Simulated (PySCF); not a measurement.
# How methods differ on the interval between two levels of I⁺

I⁺ [Kr] 4d10 5s2 5p4 [3P2, M_J = 2] → I⁺ [Kr] 4d10 5s1 5p4 5d1 [5F5, M_J = 5], as a difference of total energies. All numbers are calculated (PySCF 2.14, the two-component X2C-1e Hamiltonian, in x2c-TZVPall-2c with one added diffuse shell each of s, p, d, f type (9s10p6d3f, 90 functions)). Correlated levels: [Ar] 3d10 frozen; the 6 highest virtual spinors dropped. "Screened" scales the spin-orbit matrix elements by Boettger's factors to mimic the two-electron term; Breit and QED terms are absent.

| method | interval between two levels (cm⁻¹) |
| --- | --- |
| GHF (spin-free) | 167490 |
| GMP2 (spin-free) | 174250 |
| GHF (screened spin-orbit) | 168230 |
| GMP2 (screened spin-orbit) | 174700 |

The labels give the starting determinants; with spin-orbit coupling the two ends relaxed to ⟨J²⟩ = 6.03, ⟨L²⟩ = 2.37, ⟨S²⟩ = 1.86 and ⟨J²⟩ = 30.02, ⟨L²⟩ = 12.17, ⟨S²⟩ = 5.96.

The promoted electron is Rydberg-like, and one or two diffuse shells describe it only roughly, which tends to raise the upper state.
